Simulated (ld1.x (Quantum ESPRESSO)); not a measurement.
# tin: one change to an RRKJ potential, before and after

| Item | Value |
| --- | --- |
| Element | tin |
| Generator | ld1.x (Quantum ESPRESSO) 7.5 |
| Type | norm-conserving RRKJ (Kleinman–Bylander form) |
| Functional | LDA (PZ) |
| Relativity | scalar-relativistic |
| Frozen core | [Kr] |
| Valence charge | 14 |
| Reference configuration | 4d10 5s2 5p2 |
| Partial waves | 5s (bound): rc 2.00 bohr; 4d (bound): rc 1.25 bohr; 4f channel at 0.25 Ry: rc 2.70 bohr; 5p (bound): rc 2.65 bohr |
| Local potential | the p channel |
| Core correction | a·sin(br)/r model core, default radius (core density twice the valence density) |
| rho0 | 0.01 |

Change: wave 5s (bound): rc 2.00 bohr becomes 5s (bound): rc 2.60 bohr.

Cutoffs: the cutoffs (Ry, on a coarse ladder) from which the occupation-weighted sum of valence levels, in a spherical-Bessel basis at the reference potential, stays within 10 and 1 mRy of its value at 400 Ry; they do not see the model core or the augmentation charge, which bear on the density cutoff. Errors are all-electron minus pseudo energies relative to the spin-unpolarised reference configuration.

Task: How do hardness, ghosts and transferability respond?

Result: The potential gets neither clearly harder nor softer (90 Ry and 120 Ry → 90 Ry and 120 Ry); the d channel sets the loose cutoff, while the largest relative change is in s, which becomes softer; of the 9 tests that both files solve, the error grows in 3 and shrinks in 4 by more than 15 % and 0.3 meV (median size 1.8 → 2.0 meV); neither file shows a bound ghost.

```csv
quantity,base,changed
"cutoff, loose",90 Ry,90 Ry
"cutoff, tight",120 Ry,120 Ry
loose cutoff by channel (10 mRy a level),"s 30 Ry, d 70 Ry, p 6 Ry","s 8 Ry, d 70 Ry, p 6 Ry"
bound ghosts,none,none
"error for 4d10 5s2 5p1, meV [ΔE 7.10 eV]",-0.6,-0.2
"error for 4d10 5s2 5p0, meV [ΔE 21.36 eV]",-2.2,+1.2
"error for 4d10 5s1 5p0, meV [ΔE 52.81 eV]",-12,-9.0
"error for 4d10 5s0 5p0, meV [ΔE 94.37 eV]",-92,-141
"error for 4d9 5s2 5p2, meV [ΔE 32.77 eV]",-286,-233
"error for 4d10 5s2 5p2.3, meV [ΔE -0.90 eV]",+0.4,+0.3
"error for 4d10 5s1 5p2, meV [ΔE 14.83 eV]",+1.7,-2.0
"error for 4d10 5s2 5p2 (spin-polarised), meV [ΔE -0.47 eV]",+1.8,+2.3
"error for 4d10 5s2 5p1 (spin-polarised), meV [ΔE 6.95 eV]",-0.2,+0.4
s: phases at 2.95 bohr within 0.05 rad from the reference energy up to (Ry; the scan ends near 5),0.9,0.9
p: phases at 2.95 bohr within 0.05 rad from the reference energy up to (Ry; the scan ends near 5),2.4,2.4
d: phases at 2.95 bohr within 0.05 rad from the reference energy up to (Ry; the scan ends near 5),0.0,0.0
f: phases at 2.95 bohr within 0.05 rad from the reference energy up to (Ry; the scan ends near 5),1.2,1.2
```
